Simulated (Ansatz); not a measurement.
Reactions of ClFH4OSi2, SMILES `O[SiH](Cl)[SiH2]F`.

Program: Ansatz. Geometries: PBE0-D4/def2-TZVP. ΔE: electronic, gas phase. CCSD(T)/CBS is the MP2 limit (def2-TZVPP, def2-QZVPP) plus CCSD(T) − MP2 in def2-TZVPP, frozen cores. This one scheme is used for every species. Functionals use def2-TZVPP. For Ge outer-core shells are correlated without core-valence functions, which leaves a few kJ/mol of doubt a bond. Scalar relativity is left out up to krypton. Each species was taken in one conformer, which may not be the lowest.

```
                                                                                     reaction  CCSD(T)/CBS(def2) (kJ/mol)
                                  `O[SiH](Cl)[SiH2]F` + `N=CO` → `O[SiH2][SiH](O)Cl` + `N=CF`                          70
               `O[SiH](Cl)[SiH2]F` + `[SH][GeH2][Cl]` → `O[SiH](Cl)[S][GeH2][Cl]` + `F[SiH3]`                           ?
                                       `O[SiH](Cl)[SiH2]F` + HCl → `F[SiH2][SiH](Cl)Cl` + H₂O                          -3
          `O[SiH](Cl)[SiH2]F` + `O[SiH](O)S[SiH3]` → `O[SiH](O)S[SiH](O)Cl` + `F[SiH2][SiH3]`                           ?
                                          `O[SiH](Cl)[SiH2]F` + H₂ → `O[SiH]([SiH3])Cl` + H–F                          94
`O[SiH](Cl)[SiH2]F` + `Cl[SiH]1[SiH2][SiH2]1` → `F[SiH2][SiH](Cl)Cl` + `O[SiH]1[SiH2][SiH2]1`                          15
                                                     `O[SiH](Cl)[SiH2]F` → `F[SiH2]O[SiH2]Cl`                        -148
```

Fill in the missing values. (Estimate.)

The calculation gave: `O[SiH](Cl)[SiH2]F` + `[SH][GeH2][Cl]` → `O[SiH](Cl)[S][GeH2][Cl]` + `F[SiH3]`: -92.7 kJ/mol; `O[SiH](Cl)[SiH2]F` + `O[SiH](O)S[SiH3]` → `O[SiH](O)S[SiH](O)Cl` + `F[SiH2][SiH3]`: -24.3 kJ/mol.

Largest T1 diagnostic: 0.015, for `O[SiH]1[SiH2][SiH2]1`.
